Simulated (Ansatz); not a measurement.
Geometry optimisation, RKS PBE-D4/cc-pVDZ (Ansatz).

The input (input.yaml):

```yaml
crystal:
  periodic: [false, false, false]
  atoms:
    - { symbol: S, position_ang: [-1.51441, 1.61368, -0.22094] }
    - { symbol: Si, position_ang: [0.43223, 0.89637, 0.46316] }
    - { symbol: Al, position_ang: [0.50737, -1.40536, -0.30745] }
    - { symbol: Cl, position_ang: [-0.99555, -2.48498, -1.11634] }
    - { symbol: H, position_ang: [-2.0578, 0.4132, -0.40733] }
    - { symbol: H, position_ang: [-0.36304, -0.13717, -0.23217] }
    - { symbol: H, position_ang: [0.43472, 1.21447, 1.90531] }
    - { symbol: H, position_ang: [1.86629, -2.15006, -0.18475] }
basis:
  gaussian: { orbitals: cc-pVDZ }
hamiltonian:
  xc: pbe
  dispersion: d4
relax:
  f_tol: 0.02
  max_steps: 50
```

Launched with:

```bash
$ ansatz run input.yaml --threads 2 --pin off --max-ram 3072MiB --backend cpu --events-out ev --progress --plain --runs-dir out
```

Where does it end, and by what steps?

The run converged. The force dipped under the threshold on the way, but the program's further checks kept it going. After 44 steps the energy has fallen by 3.566 eV; H6 moved furthest, 2.47 Å. Parted: Al3–H6. Joined: S1–Al3.

```csv
step,energy less start (eV),largest force component (eV/Å),accepted
0,0.0000,2.899,yes
2,-1.7009,0.910,yes
4,-2.2014,0.684,yes
6,-2.5952,0.663,yes
8,-2.8490,1.133,yes
10,-3.1073,0.317,yes
12,-3.2881,0.444,yes
14,-3.3950,0.188,yes
16,-3.4301,0.168,yes
18,-3.4369,0.045,yes
20,-3.4389,0.023,yes
22,-3.4393,0.017,yes
24,-3.4403,0.063,yes
26,-3.4413,0.083,yes
28,-3.4421,0.051,yes
30,-3.4428,0.157,no
32,-3.4449,0.083,yes
34,-3.4481,0.176,yes
36,-3.4817,0.309,yes
38,-3.5010,1.078,no
40,-3.5564,0.309,yes
42,-3.5660,0.034,yes
44,-3.5664,0.007,yes
```

```xyz
8
Properties=species:S:1:pos:R:3
S -0.588 1.046 -0.909
Si -0.051 0.183 1.207
Al 0.449 -1.261 -0.656
Cl -1.126 -2.654 -1.160
H -1.818 0.445 -0.939
H -1.337 0.286 1.992
H 0.898 1.250 1.705
H 1.883 -1.335 -1.340
```

Whether the end is a true minimum wasn't checked by a vibrational analysis.

The run took 49 s on 2 threads of Intel(R) Xeon(R) 6975P-C (Granite Rapids), with other jobs on the host, peak memory 0.17 GiB.
